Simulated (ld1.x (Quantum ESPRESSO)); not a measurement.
**Ranking TM potentials for boron**

All share these settings but for the change named:

ld1.x (Quantum ESPRESSO) 7.5 input, shortened:

```
&input
   title='B', zed=5., rel=0, dft='PBE', iswitch=3,
   config='[He] 2s2 2p1 3d-2'
 /
 &inputp
   pseudotype=2, tm=.true., lloc=-2, rcloc=1.45,
   nlcc=.false.
 /
3
2S  1  0   2.00   0.00  1.20  1.20  0.0
2P  2  1   1.00   0.00  2.40  2.40  0.0
3D  3  2  -2.00   0.35  2.40  2.40  0.0
 &test
   configts(1)='2s2 2p1'
 /
```

Cutoff: the first of the cutoffs (Ry, on a coarse ladder) from which the occupation-weighted sum of valence levels, in a spherical-Bessel basis at the reference potential, stays within 10 and 1 mRy of its value at 400 Ry; the density cutoff is not measured.

The base gives 21 Ry.

Of 8 variants that were run, those that failed, showed a ghost or another fault, or gave nearly equal values are left out.

A variant can come out equal or close to the base.

Rank these variants from softest to hardest (loose cutoff).
A. wave 2s (bound): rc 1.20 bohr becomes 2s (bound): rc 1.38 bohr
B. wave 2s (bound): rc 1.20 bohr becomes 2s (bound): rc 1.66 bohr
C. wave 2s (bound): rc 1.20 bohr becomes 2s (bound): rc 1.06 bohr
D. wave 2s (bound): rc 1.20 bohr becomes 2s (bound): rc 0.90 bohr

B (18 Ry), A (21 Ry), C (25 Ry), D (90 Ry).
